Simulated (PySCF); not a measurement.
## `C[Si@](Cl)(C[SiH3])P[SiH3]`, C₂H₁₂ClPSi₃

Geometry:
```
atom   x (Å)   y (Å)   z (Å)
  C1  -0.116  -0.471   1.584
 Si2   0.040   0.348  -0.133
 Cl3   0.180   2.360   0.168
  C4  -1.478  -0.019  -1.224
 Si5  -3.167   0.532  -0.543
  P6   1.862  -0.213  -1.331
 Si7   3.501  -0.116   0.181
  H8   0.679  -0.145   2.248
  H9  -0.064  -1.553   1.507
 H10  -1.064  -0.214   2.046
 H11  -1.510  -1.091  -1.423
 H12  -1.319   0.458  -2.192
 H13  -3.122   1.937  -0.148
 H14  -4.170   0.340  -1.593
 H15  -3.507  -0.302   0.613
 H16   1.649  -1.573  -1.226
 H17   4.719  -0.530  -0.515
 H18   3.599   1.265   0.646
 H19   3.278  -1.003   1.328
```

Computed with PySCF, TDDFT CAM-B3LYP/def2-SVPD circular dichroism and optical rotation, one conformer, gas phase. Geometry: GFN2-xTB.

The molecule is flexible and this is one conformer; a measurement averages over conformers.

Question: Draw the ECD and absorption spectra from the lowest 16 states, each a Gaussian of half-width 0.2 eV at 1/e height.

Answer: 
| E (eV) | λ (nm) | Δε (L mol⁻¹ cm⁻¹) | ε (L mol⁻¹ cm⁻¹) |
| --- | --- | --- | --- |
| 5.66 | 219 | -0.01 | 1.3 |
| 5.76 | 215 | -0.08 | 12.3 |
| 5.86 | 211 | -0.47 | 71.5 |
| 5.96 | 208 | -1.70 | 259 |
| 6.06 | 204 | -4.19 | 627 |
| 6.16 | 201 | -8.07 | 1240 |
| 6.26 | 198 | -13.43 | 2500 |
| 6.36 | 195 | -16.19 | 4780 |
| 6.46 | 192 | -8.53 | 7040 |
| 6.56 | 189 | +7.26 | 7560 |
| 6.66 | 186 | +19.61 | 6620 |
| 6.76 | 183 | +21.08 | 5990 |
| 6.86 | 181 | +9.50 | 6100 |
| 6.96 | 178 | -6.50 | 6040 |
| 7.06 | 176 | -9.78 | 5340 |
| 7.16 | 173 | +7.13 | 5760 |
| 7.26 | 171 | +37.92 | 10200 |
| 7.36 | 168 | +66.57 | 18800 |
| 7.46 | 166 | +77.07 | 28100 |
| 7.56 | 164 | +59.76 | 36000 |
| 7.66 | 162 | +4.69 | 41800 |
| 7.76 | 160 | -67.28 | 43000 |
| 7.86 | 158 | -97.65 | 38400 |
| 7.96 | 156 | -72.72 | 30500 |
| 8.06 | 154 | -44.81 | 21000 |
| 8.16 | 152 | -41.50 | 11800 |

Δε uses R in velocity form, ε uses f in length form. Only the states computed contribute, so the short-wavelength end is incomplete.
